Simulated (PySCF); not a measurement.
H3NOTe, singlet, at a GFN2-xTB geometry (core potentials on Te). Base run: PBE/def2-SVP, polarisability (PySCF).

Input for PySCF:
```python
from pyscf import gto, scf, dft
from pyscf.prop import polarizability

mol = gto.M(
    atom='''
Te    0.070989    0.008631    0.351819
O    -0.040585    1.463921   -1.016009
H     0.819937    1.673824   -1.379567
N    -0.436754   -1.533795   -0.847437
H     0.223420   -1.686463   -1.598223
H    -1.352836   -1.410960   -1.256686
''',
    basis='def2-svp',
    ecp={'Te': 'def2-svp'},
    charge=0,
    spin=0,
    verbose=4,
)

mf = dft.RKS(mol)
mf.xc = 'pbe'
mf.kernel()
alpha = mf.Polarizability().polarizability()[2, 2]
print('alpha_zz =', alpha)
```

Variants of this job, named by their change:

```json
[
 {"change": "base", "alpha_zz (bohr³)": "40.49", "basis functions": "69", "core-seconds (rough)": "10"},
 {"change": "finite field (a.u.) = 2e-4; conv_tol = 1e-11", "alpha_zz (bohr³)": "40.49", "basis functions": "69", "core-seconds (rough)": "10"},
 {"change": "basis = STO-3G", "alpha_zz (bohr³)": "19.77", "basis functions": "40", "core-seconds (rough)": "5"},
 {"change": "finite field (a.u.) = 2e-4; conv_tol = 1e-6", "alpha_zz (bohr³)": "29.41", "basis functions": "69", "core-seconds (rough)": "8"},
 {"change": "basis = def2-TZVP", "alpha_zz (bohr³)": "48.47", "basis functions": "130", "core-seconds (rough)": "20"},
 {"change": "functional = pbe0", "alpha_zz (bohr³)": "39.40", "basis functions": "69", "core-seconds (rough)": "10"},
 {"change": "functional = hf", "alpha_zz (bohr³)": "[?]", "basis functions": "69", "core-seconds (rough)": "1"},
 {"change": "finite field (a.u.) = 0.005; conv_tol = 1e-11", "alpha_zz (bohr³)": "40.49", "basis functions": "69", "core-seconds (rough)": "10"},
 {"change": "functional = camb3lyp", "alpha_zz (bohr³)": "38.89", "basis functions": "69", "core-seconds (rough)": "20"},
 {"change": "basis = def2-SVPD", "alpha_zz (bohr³)": "56.18", "basis functions": "102", "core-seconds (rough)": "20"},
 {"change": "functional = lda,vwn", "alpha_zz (bohr³)": "[?]", "basis functions": "69", "core-seconds (rough)": "6"},
 {"change": "finite field (a.u.) = 0.001; conv_tol = 1e-6", "alpha_zz (bohr³)": "40.46", "basis functions": "69", "core-seconds (rough)": "8"}
]
```

Q: What belongs in the gaps?

A: 
- functional = hf, alpha_zz (bohr³): 37.96
- functional = lda,vwn, alpha_zz (bohr³): 40.04

Finite-field rows take the second difference of the energy in a field along z; a small field with loose convergence shows SCF noise divided by the square of the field, and a large one adds hyperpolarisability.
